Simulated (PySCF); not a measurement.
GeH8N2Si, SMILES [GeH2]([SiH2]N)[NH2]. Atoms are numbered in the order given.

```xyz
12

N     -2.6037     0.3031     0.0468
Si    -1.0525     1.0833     0.0942
Ge     0.6005    -0.6289     0.0568
N      2.2176     0.1800    -0.3198
H     -2.7731    -0.4040    -0.6603
H     -3.4429     0.8505     0.2063
H     -0.9814     1.8860     1.3526
H     -0.7482     2.0343    -1.0351
H      0.7705    -1.3251     1.4212
H      0.1868    -1.7303    -0.9650
H      3.0047    -0.4624    -0.3702
H      2.2063     0.7289    -1.1760
```
Charge 0, spin multiplicity 1.

Geometry optimised at PBE0-D3(BJ)/def2-SVP. This is a generated structure with no PubChem entry under its InChIKey; it may be hypothetical. Other conformers were not sampled.

Computed with PBE0-D3(BJ)/def2-SVP run with PySCF.

Frequencies are harmonic and unscaled.

Estimate the vibrational spectrum. (An estimate is asked for; the answer gives what the named calculation found.)


```
mode  ν (cm⁻¹)  IR (km/mol)  moving atoms (share of kinetic energy)
----  --------  -----------  --------------------------------------
1           52          0.6                 N 53 %, H 28 %, Si 12 %
2           92          0.0                 N 56 %, H 24 %, Ge 15 %
3          167          2.6                  H 66 %, N 19 %, Si 9 %
4          197         34.1                          H 74 %, N 16 %
5          237         14.3                  H 66 %, N 20 %, Si 9 %
6          366          2.8                Si 49 %, H 28 %, Ge 23 %
7          375         25.4                          H 84 %, Si 9 %
8          411        191.7                          H 79 %, N 18 %
9          532         94.0                          H 83 %, N 11 %
10         566         92.7                          H 71 %, N 17 %
11         657         69.5                          H 69 %, N 21 %
12         676         69.8                                  H 95 %
13         707         25.3                  H 49 %, N 42 %, Ge 8 %
14         732        179.4                                  H 90 %
15         797         19.5                          H 80 %, N 16 %
16         851         71.3                 N 39 %, H 32 %, Si 29 %
17         879        149.5                           H 87 %, N 8 %
18         916        136.5                                  H 86 %
19         933          9.5                          H 83 %, N 11 %
20         972         93.6                                  H 94 %
21        1548         41.5                          H 90 %, N 10 %
22        1554         20.4                           H 91 %, N 9 %
23        2054        192.7                                  H 99 %
24        2146         25.5                                  H 97 %
25        2148        260.4                                  H 98 %
26        2229        107.0                                  H 97 %
27        3564         11.4                                  H 96 %
28        3602         27.8                                  H 96 %
29        3662         16.4                           H 92 %, N 8 %
30        3700         31.8                           H 91 %, N 9 %
```
